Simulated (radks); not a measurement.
Task: The mean radii <r> (bohr) of the occupied orbitals of an atom or ion are listed with their occupations. All-electron calculation, non-relativistic Kohn-Sham, PBE, spin-unpolarised, spherical densities, point nucleus. Program: a radial shooting solver on a logarithmic mesh with Libxc functionals.

orbital  occ.     <r>
1s          2  0.2298
2s          2   1.246
2p          2   1.276

Name the element and its charge.

Result: Z = 7, nitrogen, charge +1: N+ in [He] 2s2 2p2. The 1s radius gives Z: for a bare nucleus <r> = 1.5/Z, 0.2143 bohr for Z = 7, and screening makes it slightly larger (0.2298 here). The occupations add up to 6, and the charge is Z minus that.
